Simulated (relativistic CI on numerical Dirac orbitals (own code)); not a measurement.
# Slater and spin-orbit integrals, Pt⁴¹⁺

These numbers are calculated, not measured: Dirac-Coulomb-Breit CI, KLI orbitals optimised for each configuration, QED by a radiative potential, unscaled Slater integrals (own radial code, finite nucleus).

Slater integrals F^k, G^k are unscaled and averaged over j, outside the closed core [Ar] 3d10; ζ comes from projecting the Hamiltonian with its Breit term on Σ l·s of the shell.

- 4s2 4p6 4d: ζ(4d) = 81971 cm⁻¹; <r>(4d) = 0.3854, <r^2>(4d) = 0.1699 (bohr units).
- 4s2 4p6 4f: ζ(4f) = 15017 cm⁻¹; <r>(4f) = 0.3576, <r^2>(4f) = 0.1444 (bohr units).
- 4s2 4p5 4d2: ζ(4p) = 650930, F^2(4d,4d) = 259620, F^4(4d,4d) = 177020, F^2(4p,4d) = 259650, G^1(4p,4d) = 320650, G^3(4p,4d) = 205910, ζ(4d) = 81660 cm⁻¹; <r>(4p) = 0.3864, <r^2>(4p) = 0.1691, <r>(4d) = 0.3855, <r^2>(4d) = 0.1699 (bohr units).

(1) Give the Racah parameters of the d shell in 4s2 4p5 4d2.

Averages of the first 10 configurations, taken without configuration mixing, which lowers the lowest level and can move excited configurations by several eV; other configurations of the list can lie among them:

```csv
Configuration,Parity,States,Average energy above the lowest level (eV)
4s2 4p6 4d,even,10,17.5
4s2 4p6 4f,odd,14,241.5
4s2 4p5 4d2,odd,270,248.7
4s 4p6 4d2,even,90,453.7
4s2 4p5 4d 4f,even,840,470.2
4s 4p6 4d 4f,odd,280,675.4
4s2 4p6 5s,even,2,602.0
4s2 4p6 5p,odd,6,690.0
4p6 4d3,even,120,894.8
4p5 4d4,odd,1260,1122.6
```

Answers

(1) B = F²/49 − 5F⁴/441 = 3291 cm⁻¹ and C = 35F⁴/441 = 14049 cm⁻¹.
